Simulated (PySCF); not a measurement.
Geometries of 2 isomers of C3H7BSi, from PBE0-D3(BJ)/def2-SVP geometry optimisation, gas phase (PySCF). One conformer each, no zero-point energy, no frequencies.

**Question.** Which isomer lies lower at this level?
A.
```xyz
12
angstrom
B     -2.162    0.762    0.636
Si    -1.215   -0.522   -0.589
C      0.387   -0.826    0.361
C      1.507   -0.215    0.061
C      2.609    0.405   -0.276
H     -2.651    0.361    1.667
H     -2.161    1.955    0.440
H     -1.939   -1.823   -0.757
H     -0.876    0.024   -1.938
H      0.370   -1.497    1.231
H      2.858    1.386    0.144
H      3.315   -0.042   -0.983
```
B.
```xyz
12
angstrom
B      1.671   -0.267    0.661
C      0.723   -0.110   -0.502
Si    -0.655   -1.087    0.525
C     -0.619    0.503   -0.383
C     -1.254    1.572   -0.851
H      1.433    0.270    1.722
H      2.661   -0.948    0.535
H      0.971   -0.577   -1.468
H     -1.177   -2.293   -0.161
H     -0.666   -1.157    2.004
H     -2.307    1.754   -0.622
H     -0.738    2.313   -1.473
```

**Answer.** B. That is `B[C@H]1[SiH2]C1=C`, 15.4 kcal/mol below the other.

```json
{"SMILES": "B[C@H]1[SiH2]C1=C", "atoms numbered as above": "[BH2:1][C@H:2]1[SiH2:3][C:4]1=[CH2:5]", "E (Eh)": "-432.29377", "relative (kcal/mol)": "0.0", "relative (kJ/mol)": "0.0", "dipole (D)": "2.00"}
{"SMILES": "B[SiH2]C=C=C", "atoms numbered as above": "[BH2:1][SiH2:2][CH:3]=[C:4]=[CH2:5]", "E (Eh)": "-432.26930", "relative (kcal/mol)": "15.4", "relative (kJ/mol)": "64.3", "dipole (D)": "0.40"}
```

As drawn, the lower has a three-membered ring, which the higher lacks; the higher has cumulated double bonds, which the lower lacks.
